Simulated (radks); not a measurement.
Cd1.7+, configuration [Ar] 3d10 4s2 4p(up 3, down 2.3) 4d10 5s1 (fractional occupations, a model configuration).

Calculated with a radial shooting solver on a logarithmic mesh with Libxc functionals: scalar-relativistic Kohn-Sham, LDA (Slater exchange, Perdew-Wang correlation), spin-polarised, spherical densities, finite nucleus; open shells are filled with parallel spins first (spin-orbit coupling, left out, can overturn this in heavy ions); Fermi nuclear charge, rms radius 4.6087 fm.

Energy parts (eV):
total: -152031.388
kinetic: 158151.830
electron-nucleus: -366782.438
Hartree: 60640.255
exchange-correlation: -4041.035

Orbitals (lengths in bohr, moments of r in powers of bohr; <r^-3> diverges for s and p1/2; r(max) is where P^2 peaks; r(90%) holds 90 % of the orbital's charge):
| orbital | occ. | eigenvalue (eV) | r(max) | r(90%) | <r^-3> | <r> |
|---|---|---|---|---|---|---|
| 1s up | 1 | -26514.65 | 0.01970 | 0.0546 | - | 0.03043 |
| 1s down | 1 | -26514.42 | 0.01970 | 0.0546 | - | 0.03043 |
| 2s up | 1 | -3955.679 | 0.1113 | 0.204 | - | 0.1318 |
| 2s down | 1 | -3955.524 | 0.1113 | 0.204 | - | 0.1318 |
| 2p up | 3 | -3554.169 | 0.08899 | 0.187 | 4064 | 0.1149 |
| 2p down | 3 | -3553.968 | 0.08899 | 0.187 | 4064 | 0.1149 |
| 3s up | 1 | -754.2811 | 0.3243 | 0.528 | - | 0.3589 |
| 3s down | 1 | -754.0361 | 0.3243 | 0.528 | - | 0.3589 |
| 3p up | 3 | -622.5157 | 0.3173 | 0.538 | 735.2 | 0.3575 |
| 3p down | 3 | -622.2512 | 0.3173 | 0.538 | 735.2 | 0.3575 |
| 3d up | 5 | -415.5383 | 0.2654 | 0.529 | 100.8 | 0.3349 |
| 3d down | 5 | -415.2776 | 0.2654 | 0.529 | 100.8 | 0.3348 |
| 4s up | 1 | -126.6941 | 0.7930 | 1.27 | - | 0.8748 |
| 4s down | 1 | -125.8746 | 0.7931 | 1.27 | - | 0.8751 |
| 4p up | 3 | -87.6062 | 0.8418 | 1.41 | 128.5 | 0.9524 |
| 4p down | 2.3 | -86.8081 | 0.8420 | 1.41 | 128.3 | 0.9528 |
| 4d up | 5 | -31.5342 | 0.9684 | 1.92 | 11.19 | 1.223 |
| 4d down | 5 | -30.7533 | 0.9692 | 1.92 | 11.20 | 1.221 |
| 5s up | 1 | -20.9206 | 2.121 | 3.53 | - | 2.424 |
| 5s down | 0 | -19.9506 | 2.115 | 3.56 | - | 2.434 |

The highest occupied level is 5s up at -20.921 eV. The density falls to 0.001 e/bohr^3 at r = 3.66 bohr.
